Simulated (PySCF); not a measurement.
Al(Me)(OH) (CH4AlO), SMILES [CH3][Al][OH], multiplicity 2.

Geometry: PBE0-D3(BJ)/def2-TZVP. The spin state was assumed, not searched. The isomer is the one that the SMILES or the coordinates give; other isomers of the formula were not compared. Other conformers were not sampled.

The numbers are results of PySCF with ωB97X/def2-TZVPD, not measurements.

The molecule is in vacuum.

Computed frontier levels, dipole moment and polarisability:
```json
{
  "α spin, highest occupied and lowest empty level": "-7.42 and 1.01 eV",
  "β spin, highest occupied and lowest empty level": "-11.07 and -0.94 eV",
  "dipole_moment": "0.82 D",
  "quadrupole, principal values (traceless, Buckingham form, about the centre of nuclear charge)": "-5.52, 1.94, 3.58 D·Å",
  "mean_static_polarisability": "56.4 bohr³ (8.36 Å³)",
  "polarisability_principal_values": "50.4, 54.6, 64.2 bohr³",
  "⟨S²⟩": "0.753 (pure state 0.75)"
}
```
